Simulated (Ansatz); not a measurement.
Abridged output of a molecular run in Ansatz:

```
Functional definition: HF
2707 factors; integrals over basis functions are off by at most 1.1e-3 eV
mean field evaluation 1: about -56678.3530 eV, gradient 5.0e1 eV
mean field evaluation 2: about -56678.8970 eV, gradient 5.0e1 eV
mean field evaluation 4: about -56685.1496 eV, gradient 8.6e0 eV
mean field evaluation 8: about -56685.2708 eV, gradient 6.3e-1 eV
mean field evaluation 16: about -56685.2718 eV, gradient 2.0e-6 eV
mean field -56685.27179940 eV, -2083.1453159707 hartree, gradient 2.0e-6 eV, S^2 0.000000; 0 other end points of the search recorded, 0 dependent functions left out
16 core orbitals not correlated: weight in the atoms' cores, before any rotation towards them, 1.000 or more for the frozen orbitals, at most 0.000 for the correlated occupied ones
reference -56685.27179940 eV, -2083.1453159707 hartree; 27, 27 occupied and 406, 406 virtual orbitals, 2707 factors
second order -48.68042232 eV of doubles, -0.00000000 eV of singles
cycle   1  -47.31510050 eV  change     1.4e0 eV  update   1.7e-1
cycle   2  -48.60591660 eV  change    -1.3e0 eV  update   5.9e-2
cycle   3  -48.90561578 eV  change   -3.0e-1 eV  update   2.8e-2
cycle   4  -48.88617300 eV  change    1.9e-2 eV  update   9.0e-3
cycle   5  -48.87062021 eV  change    1.6e-2 eV  update   3.8e-3
cycle   6  -48.87346569 eV  change   -2.8e-3 eV  update   1.4e-3
cycle   7  -48.87318218 eV  change    2.8e-4 eV  update   4.5e-4
cycle   8  -48.87254317 eV  change    6.4e-4 eV  update   1.5e-4
cycle   9  -48.87261362 eV  change   -7.0e-5 eV  update   5.3e-5
cycle  10  -48.87269308 eV  change   -7.9e-5 eV  update   1.7e-5
cycle  11  -48.87264626 eV  change    4.7e-5 eV  update   8.0e-6
perturbative correction -2.00239170 eV, -0.0735865377 hartree
Total energy: -56736.14683735 eV, -2085.0149391312 hartree
```

Its atoms:

Cartesian coordinates in Å:
```
C -1.598 -1.427 -0.806
C -0.555 -0.501 -0.267
N 0.096 0.357 -1.036
C -0.147 0.463 -2.444
Zn 1.156 1.031 0.565
C 2.517 2.253 1.244
N -0.185 -0.445 1.000
C -0.749 -1.275 2.026
H -1.170 -2.056 -1.590
H -2.406 -0.852 -1.266
H -2.019 -2.066 -0.033
H 0.498 1.237 -2.861
H 0.070 -0.467 -2.989
H -1.183 0.745 -2.680
H 3.133 1.772 2.007
H 3.176 2.600 0.445
H 2.052 3.132 1.699
H -0.275 -1.032 2.977
H -1.828 -1.122 2.157
H -0.583 -2.347 1.851
```

Which basis set was used?
A. def2-TZVPPD
B. cc-pV(Q+d)Z
C. def2-TZVPP
D. def2-QZVPP

C. It gives 449 functions.

Write the keys of the input that set method, charge and spin (a neutral closed shell needs none for the last two).


```yaml
correlation: {method: ccsd_t, frozen_orbitals: {C: 1, H: 0, "N": 1, Zn: 9}}
```
